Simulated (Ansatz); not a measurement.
Mulliken charges of C2H3BrFI, SMILES `FCC(Br)I` from r2SCAN/def2-TZVPP in Ansatz (PBE0-D4/def2-TZVP geometry).

```tsv
atom	x (Å)	y (Å)	z (Å)	charge (e)
F1	-0.564	1.239	1.210	-0.225
C2	0.334	0.349	0.671	0.139
C3	-0.312	-0.405	-0.465	-0.052
Br4	0.934	-1.750	-1.068	-0.088
I5	-0.928	0.902	-2.036	-0.035
H6	1.215	0.896	0.326	0.069
H7	0.623	-0.362	1.451	0.066
H8	-1.210	-0.927	-0.145	0.125
```

Question: By hand: the dipole of these point charges (1 e Å = 4.8032 D).

Answer: Σ q r = (0.114, -0.165, 0.111) e Å, of length 0.229 e Å = 1.10 D.

Question: How does the dipole of the full density compare? (An estimate is asked.)

Answer: Ansatz gave: (0.095, -0.149, 0.149) e Å, 1.11 D; the point charges give 0.99 times that, at 11° from its direction.

Point charges leave out the atoms' own dipoles, such as those of lone pairs, and Mulliken's split depends on the basis, so the close match here is no proof of good charges.
